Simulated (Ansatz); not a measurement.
**SnH2Cl (SMILES [Cl][SnH2]): methods side by side**

SnH2Cl has 4 atoms, charge 0, and is taken as a doublet. As SMILES, `[Cl][SnH2]`. The coordinates come from a PBE0-D4/def2-TZVP relaxation.

| atom | x (Å) | y (Å) | z (Å) |
| --- | --- | --- | --- |
| Cl | -1.8826 | 0.3984 | -0.5850 |
| Sn | 0.3800 | -0.1796 | -0.3971 |
| H | 0.4125 | -1.5000 | 0.7096 |
| H | 1.1455 | 1.2210 | 0.2521 |

Each level gives the vertical ionisation energy (to the singlet cation) (eV). The values are calculated.

| level | kind | program | value (eV) | less FCI/STO-3G | CPU time (all runs) |
| --- | --- | --- | --- | --- | --- |
| U-revPBE/STO-3G | GGA | Ansatz | 6.46 | +0.71 | 4.4 s |
| UBLYP/STO-3G | GGA | Ansatz | 6.31 | +0.56 | 4.7 s |
| UPBE/STO-3G | GGA | Ansatz | 6.47 | +0.72 | 4.5 s |
| U-wB97X/STO-3G | range-separated hybrid | Ansatz | 6.78 | +1.03 | 19 s |
| UCAM-B3LYP/STO-3G | range-separated hybrid | Ansatz | 6.76 | +1.01 | 5.4 s |
| UB2PLYP/STO-3G | double hybrid | Ansatz | 6.36 | +0.61 | 6 s |
| UBCCD(T)/STO-3G | coupled cluster or CI | Ansatz | 5.77 | +0.02 | 1.6 s |
| UCCSDT/STO-3G | coupled cluster or CI | Ansatz | 5.75 | 0.00 | 2.1 s |
| FCI/STO-3G | exact in the basis | Ansatz | 5.75 | 0.00 | 10 s |

FCI/STO-3G is exact within its basis and frozen core, so for wave-function methods in that basis the difference is their error; functionals converge differently with the basis, so for them it is only a difference. All-electron rows without a relativistic Hamiltonian named are non-relativistic. Spin-orbit coupling, which can split open shells on such heavy atoms by tenths of an eV, is left out. The values span 5.75 to 6.78 eV. All rows use very small basis sets, so even the best lies far from the true value. In the correlated wave-function rows the outer d shell of Sn is correlated, in sets not made for it. Times are those of the runs behind each value, whatever else they computed, on shared processors of several kinds: orders of magnitude only.
